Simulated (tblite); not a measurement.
A geometry optimisation, step by step.

C4H4N2OSe.
SMILES with atom numbers: `[CH3:1][c:2]1[n:3][c:4]([CH:5]=[O:6])[n:7][se:8]1` (hydrogens: H9, H10, H11 on C1; H12 on C5)

Computed with GFN2-xTB (tblite), gas phase: L-BFGS steps from a force-field or distance-geometry start until the largest atomic force falls under 0.01 eV/Å. 14 of its 33 geometries are shown.

Step 0: E = -643.0896 eV, largest atomic force 4.519 eV/Å
```
atom  x, y, z in Å  |  force x, y, z in eV/Å
C1     -2.330   -0.189   -0.075    0.008  -0.664  -0.190
C2     -0.949    0.326    0.002    2.409   0.564   0.252
N3      0.145   -0.381   -0.036   -3.434  -2.122  -0.403
C4      1.326    0.157    0.036    1.238   1.607   0.335
C5      2.562   -0.693   -0.010    2.498   3.755   0.279
O6      3.668   -0.113    0.067   -2.589  -2.065  -0.209
N7      1.420    1.470    0.183   -1.688   0.291  -0.022
Se8    -0.317    2.208    0.230    1.432  -1.306  -0.174
H9     -2.738   -0.020   -1.112    0.275  -0.175   1.088
H10    -2.260   -1.294    0.134   -0.246   1.037  -0.349
H11    -2.984    0.275    0.686    0.322  -0.138  -0.556
H12     2.457   -1.746   -0.131   -0.225  -0.785  -0.050
```

Step 2: E = -643.5785 eV, largest atomic force 1.344 eV/Å
```
atom  x, y, z in Å  |  force x, y, z in eV/Å
C1     -2.324   -0.198   -0.078    0.603   0.519   0.164
C2     -0.912    0.343    0.007   -0.232  -0.082   0.054
N3      0.097   -0.433   -0.045    0.955  -0.269  -0.064
C4      1.335    0.185    0.042   -1.151  -0.693  -0.035
C5      2.566   -0.641   -0.009    0.801   0.514  -0.003
O6      3.665   -0.134    0.066   -0.642  -0.597  -0.054
N7      1.378    1.477    0.183   -0.798   0.300   0.019
Se8    -0.283    2.178    0.226    0.456  -0.519  -0.091
H9     -2.731   -0.024   -1.086    0.130  -0.056   0.408
H10    -2.266   -1.271    0.126   -0.056   0.210  -0.163
H11    -2.975    0.272    0.672    0.218  -0.047  -0.325
H12     2.451   -1.754   -0.131   -0.286   0.720   0.089
```

Step 5: E = -643.6993 eV, largest atomic force 0.447 eV/Å
```
atom  x, y, z in Å  |  force x, y, z in eV/Å
C1     -2.292   -0.179   -0.070   -0.036  -0.049   0.013
C2     -0.899    0.334    0.012    0.134  -0.172   0.010
N3      0.113   -0.457   -0.050   -0.019  -0.179  -0.008
C4      1.306    0.168    0.043    0.230  -0.031  -0.024
C5      2.565   -0.618   -0.010   -0.125   0.030   0.015
O6      3.666   -0.150    0.065    0.100   0.124   0.010
N7      1.335    1.474    0.182    0.191  -0.205  -0.009
Se8    -0.269    2.146    0.220   -0.446  -0.015  -0.024
H9     -2.721   -0.025   -1.061    0.116   0.113  -0.022
H10    -2.269   -1.253    0.114    0.061   0.019  -0.027
H11    -2.962    0.274    0.655    0.098   0.196   0.061
H12     2.429   -1.714   -0.126   -0.304   0.171   0.005
```

Step 7: E = -643.7227 eV, largest atomic force 0.241 eV/Å
```
atom  x, y, z in Å  |  force x, y, z in eV/Å
C1     -2.282   -0.175   -0.066   -0.142  -0.075  -0.021
C2     -0.888    0.318    0.014   -0.025  -0.101  -0.011
N3      0.118   -0.477   -0.052    0.129  -0.072   0.023
C4      1.310    0.161    0.042   -0.118   0.077  -0.016
C5      2.562   -0.606   -0.009    0.029  -0.080   0.008
O6      3.667   -0.149    0.065    0.160   0.149   0.013
N7      1.330    1.460    0.181   -0.007   0.226   0.016
Se8    -0.292    2.132    0.216   -0.061  -0.138  -0.011
H9     -2.710   -0.018   -1.055    0.092   0.133  -0.111
H10    -2.266   -1.246    0.109    0.004  -0.114   0.042
H11    -2.950    0.289    0.654    0.116   0.158   0.094
H12     2.400   -1.689   -0.124   -0.177  -0.162  -0.027
```

Step 10: E = -643.7396 eV, largest atomic force 0.156 eV/Å
```
atom  x, y, z in Å  |  force x, y, z in eV/Å
C1     -2.284   -0.180   -0.066    0.049  -0.030  -0.017
C2     -0.883    0.293    0.014    0.013  -0.051  -0.006
N3      0.132   -0.494   -0.051    0.026   0.083   0.020
C4      1.312    0.167    0.041    0.057   0.054   0.027
C5      2.567   -0.601   -0.008   -0.022   0.022  -0.010
O6      3.673   -0.141    0.066   -0.083  -0.123  -0.013
N7      1.321    1.468    0.180   -0.093   0.041  -0.021
Se8    -0.316    2.107    0.212   -0.011   0.006   0.009
H9     -2.692    0.002   -1.061    0.022   0.028   0.012
H10    -2.267   -1.253    0.110   -0.153  -0.025   0.017
H11    -2.927    0.315    0.662    0.097  -0.017  -0.022
H12     2.364   -1.684   -0.125    0.099   0.012   0.006
```

Step 12: E = -643.7439 eV, largest atomic force 0.159 eV/Å
```
atom  x, y, z in Å  |  force x, y, z in eV/Å
C1     -2.283   -0.185   -0.067    0.051  -0.015  -0.005
C2     -0.882    0.283    0.013    0.043   0.026   0.011
N3      0.139   -0.492   -0.049    0.000  -0.053   0.001
C4      1.315    0.174    0.042    0.014   0.018   0.009
C5      2.565   -0.601   -0.009   -0.045   0.010  -0.002
O6      3.672   -0.146    0.065    0.035  -0.070  -0.008
N7      1.312    1.476    0.179    0.071  -0.039  -0.013
Se8    -0.322    2.101    0.212   -0.125   0.098   0.006
H9     -2.685    0.010   -1.063   -0.002  -0.018   0.038
H10    -2.280   -1.258    0.112   -0.139   0.013  -0.019
H11    -2.913    0.321    0.663    0.038  -0.030  -0.025
H12     2.363   -1.685   -0.125    0.056   0.060   0.007
```

Step 15: E = -643.7472 eV, largest atomic force 0.061 eV/Å
```
atom  x, y, z in Å  |  force x, y, z in eV/Å
C1     -2.278   -0.189   -0.068   -0.023   0.009   0.009
C2     -0.877    0.276    0.014   -0.009   0.001   0.009
N3      0.145   -0.495   -0.047    0.003   0.000   0.006
C4      1.317    0.180    0.044    0.006  -0.008  -0.007
C5      2.563   -0.599   -0.009    0.054   0.004   0.008
O6      3.675   -0.156    0.064    0.059   0.016  -0.001
N7      1.308    1.482    0.177    0.006   0.003   0.003
Se8    -0.336    2.102    0.212    0.015  -0.009  -0.010
H9     -2.679    0.015   -1.061   -0.013  -0.018  -0.002
H10    -2.302   -1.261    0.111   -0.046  -0.001  -0.027
H11    -2.899    0.324    0.662   -0.027   0.003   0.015
H12     2.364   -1.680   -0.124   -0.024   0.001  -0.003
```

Step 17: E = -643.7478 eV, largest atomic force 0.063 eV/Å
```
atom  x, y, z in Å  |  force x, y, z in eV/Å
C1     -2.279   -0.189   -0.068   -0.025   0.004   0.004
C2     -0.877    0.275    0.015   -0.009  -0.031   0.003
N3      0.146   -0.496   -0.046    0.013   0.031   0.007
C4      1.318    0.180    0.044    0.031  -0.001   0.005
C5      2.567   -0.598   -0.008    0.025   0.012  -0.002
O6      3.680   -0.157    0.063   -0.009  -0.002  -0.002
N7      1.309    1.482    0.177   -0.029   0.005  -0.003
Se8    -0.337    2.102    0.211    0.051  -0.036  -0.008
H9     -2.680    0.014   -1.061   -0.012   0.005  -0.009
H10    -2.310   -1.261    0.108   -0.015  -0.004  -0.009
H11    -2.899    0.324    0.663   -0.025   0.008   0.011
H12     2.362   -1.679   -0.124    0.004   0.008   0.002
```

Step 20: E = -643.7482 eV, largest atomic force 0.019 eV/Å
```
atom  x, y, z in Å  |  force x, y, z in eV/Å
C1     -2.281   -0.189   -0.067    0.000   0.000  -0.002
C2     -0.877    0.272    0.015    0.005  -0.010   0.002
N3      0.148   -0.495   -0.045    0.005  -0.018   0.004
C4      1.321    0.181    0.044   -0.004   0.000   0.004
C5      2.570   -0.596   -0.008   -0.012   0.003  -0.003
O6      3.684   -0.157    0.063   -0.005   0.006  -0.001
N7      1.308    1.483    0.176    0.017  -0.002  -0.004
Se8    -0.336    2.100    0.210   -0.004   0.000  -0.002
H9     -2.681    0.015   -1.061   -0.007   0.017   0.004
H10    -2.317   -1.262    0.106   -0.002   0.002   0.002
H11    -2.901    0.325    0.664   -0.009   0.000  -0.007
H12     2.362   -1.677   -0.124    0.016   0.005   0.002
```

Step 22: E = -643.7483 eV, largest atomic force 0.018 eV/Å
```
atom  x, y, z in Å  |  force x, y, z in eV/Å
C1     -2.282   -0.189   -0.067    0.005   0.001  -0.001
C2     -0.877    0.270    0.016    0.001   0.006   0.002
N3      0.149   -0.496   -0.044   -0.005  -0.012   0.006
C4      1.322    0.181    0.044   -0.009  -0.007  -0.002
C5      2.570   -0.596   -0.008    0.004  -0.005   0.003
O6      3.684   -0.157    0.063    0.008   0.016  -0.001
N7      1.309    1.483    0.176    0.004  -0.005  -0.003
Se8    -0.335    2.099    0.210   -0.011   0.002  -0.002
H9     -2.682    0.016   -1.061   -0.001   0.012   0.006
H10    -2.319   -1.262    0.106   -0.004   0.001   0.000
H11    -2.902    0.326    0.664    0.002  -0.002  -0.006
H12     2.364   -1.676   -0.124    0.006  -0.009  -0.001
```

Step 25: E = -643.7484 eV, largest atomic force 0.028 eV/Å
```
atom  x, y, z in Å  |  force x, y, z in eV/Å
C1     -2.282   -0.188   -0.068   -0.003   0.002   0.001
C2     -0.876    0.269    0.017   -0.007   0.003   0.002
N3      0.149   -0.499   -0.043   -0.008   0.015   0.005
C4      1.321    0.180    0.045    0.007  -0.010   0.001
C5      2.571   -0.595   -0.008    0.009  -0.002   0.002
O6      3.684   -0.154    0.062   -0.006   0.007  -0.002
N7      1.310    1.482    0.175   -0.026  -0.010  -0.003
Se8    -0.335    2.098    0.209    0.007  -0.007  -0.004
H9     -2.683    0.020   -1.060    0.010   0.002  -0.005
H10    -2.322   -1.261    0.105   -0.002   0.000  -0.007
H11    -2.903    0.326    0.663    0.010   0.004   0.010
H12     2.367   -1.677   -0.124    0.009  -0.004   0.000
```

Step 27: E = -643.7485 eV, largest atomic force 0.024 eV/Å
```
atom  x, y, z in Å  |  force x, y, z in eV/Å
C1     -2.282   -0.188   -0.068   -0.009   0.004   0.003
C2     -0.877    0.268    0.018   -0.005  -0.005   0.001
N3      0.149   -0.500   -0.040   -0.006   0.002  -0.001
C4      1.321    0.178    0.045    0.000  -0.004   0.005
C5      2.573   -0.596   -0.008   -0.006   0.005  -0.003
O6      3.685   -0.150    0.062   -0.010  -0.005  -0.001
N7      1.309    1.480    0.173   -0.006  -0.005  -0.002
Se8    -0.336    2.096    0.207    0.007  -0.001  -0.004
H9     -2.683    0.024   -1.059    0.012  -0.007  -0.011
H10    -2.325   -1.261    0.104    0.001   0.002  -0.013
H11    -2.904    0.326    0.663    0.008   0.007   0.022
H12     2.371   -1.677   -0.124    0.014   0.007   0.004
```

Step 30: E = -643.7486 eV, largest atomic force 0.023 eV/Å
```
atom  x, y, z in Å  |  force x, y, z in eV/Å
C1     -2.284   -0.187   -0.067    0.000   0.003   0.001
C2     -0.878    0.265    0.019    0.002  -0.002   0.000
N3      0.147   -0.503   -0.037    0.001  -0.017  -0.003
C4      1.321    0.175    0.047   -0.013   0.004   0.000
C5      2.574   -0.595   -0.007   -0.010   0.001   0.000
O6      3.684   -0.145    0.061    0.002   0.003  -0.001
N7      1.307    1.477    0.172    0.022   0.005   0.003
Se8    -0.336    2.094    0.204   -0.005   0.007  -0.003
H9     -2.682    0.029   -1.059    0.000  -0.005   0.001
H10    -2.329   -1.260    0.101   -0.002   0.002  -0.008
H11    -2.903    0.327    0.665    0.002  -0.002   0.007
H12     2.378   -1.678   -0.124    0.000   0.001   0.003
```

Step 32: E = -643.7486 eV, largest atomic force 0.005 eV/Å
```
atom  x, y, z in Å  |  force x, y, z in eV/Å
C1     -2.284   -0.186   -0.067    0.002   0.000   0.000
C2     -0.878    0.265    0.019    0.002   0.001  -0.001
N3      0.147   -0.504   -0.037    0.002   0.000   0.000
C4      1.320    0.174    0.047    0.000   0.001  -0.001
C5      2.574   -0.595   -0.007   -0.001  -0.001   0.002
O6      3.684   -0.144    0.060   -0.002   0.004  -0.001
N7      1.308    1.477    0.171    0.002   0.001   0.002
Se8    -0.336    2.094    0.204    0.001   0.000  -0.002
H9     -2.682    0.030   -1.059   -0.003   0.001   0.003
H10    -2.329   -1.260    0.100   -0.002   0.000  -0.003
H11    -2.903    0.327    0.666    0.002  -0.004   0.001
H12     2.380   -1.678   -0.123   -0.004  -0.003   0.002
```

Question: Summarise the path.

Answer: The energy falls by 0.6590 eV from step 0 to step 32; nine tenths of that is first reached at step 4. It never rises by more than 0.2 meV. The largest force goes from 4.519 to 0.005 eV/Å. Among the bonds N7–Se8 changes most, from 1.888 to 1.756 Å; the atoms move by 0.092 Å rms after alignment.

What follows is the cost of the whole relaxation. Hardware: one thread of an Arm Neoverse N1, shared host with 64 logical CPUs at a one-minute load of 36. Cost: 0.29 s of wall time.
